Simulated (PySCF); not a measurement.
From one molecule to another.

First species: C₅H₁₁B.
SMILES: `B/C=C(\C)CC`

Second species: C5H11B.
SMILES: `CBC/C=C/C`

Levels: PBE0/def2-SVPD for dipole moment, HOMO energy, LUMO energy, HOMO–LUMO gap, static isotropic polarisability and electronic spatial extent ⟨r²⟩ about the centre of nuclear charge; TDDFT PBE0/def2-SVPD for lowest singlet excitation; PBE0-D3(BJ)/def2-SVP for rotational constant A and rotational constant C. Geometries: PBE0-D3(BJ)/def2-SVP. All species are isolated and taken at one optimised geometry, non-relativistic unless stated. Electronic properties by PySCF.

Dipoles, sizes and rotational constants follow the conformer. The torsions of the flexible species, by atom-mapped SMILES:
- `[BH2:1]/[CH:2]=[C:3](\[CH3:4])[CH2:5][CH3:6]`: C2–C3–C5–C6 104°
- `[CH3:1][BH:2][CH2:3]/[CH:4]=[CH:5]/[CH3:6]`: C1–B2–C3–C4 156°, B2–C3–C4–C5 -127°

```
                                                         property    column X   column Y
                                                    dipole moment      0.53 D     2.47 D
                                                      HOMO energy    -6.68 eV   -7.59 eV
                                                      LUMO energy    -0.65 eV   -1.80 eV
                                                    HOMO–LUMO gap     6.03 eV    5.79 eV
                                        lowest singlet excitation     4.82 eV    5.13 eV
                                  static isotropic polarisability     79.9 au    81.3 au
electronic spatial extent ⟨r²⟩ about the centre of nuclear charge  1063 bohr²  747 bohr²
                                            rotational constant A  13.718 GHz  6.074 GHz
                                            rotational constant C   1.175 GHz  1.807 GHz
```

(1) Which column belongs to which species?

(2) How does each property change from the first species to the second?

## Answers

(1) Column X is the second species and column Y the first. The first has 17 atoms and 46 electrons, the second 17 and 46.

(2) dipole moment -1.94 D; HOMO energy +0.91 eV; LUMO energy +1.15 eV; HOMO–LUMO gap +0.24 eV; lowest singlet excitation -0.31 eV; static isotropic polarisability -1.4 au; electronic spatial extent ⟨r²⟩ about the centre of nuclear charge +316 bohr²; rotational constant A +7.644 GHz; rotational constant C -0.632 GHz.

On the first: S1 lies 0.66 eV below the HOMO–LUMO gap; its leading configuration is HOMO−1→LUMO, weight 0.96. The dipole matches unit charges of opposite sign 0.51 Å apart (1 e·Å = 4.8032 D).

On the second: A dipole of 0.53 D is allowed in C1, and pure rotational transitions are dipole-allowed. In atomic units the dipole is 0.21 e·bohr (1 au = 2.5417 D).
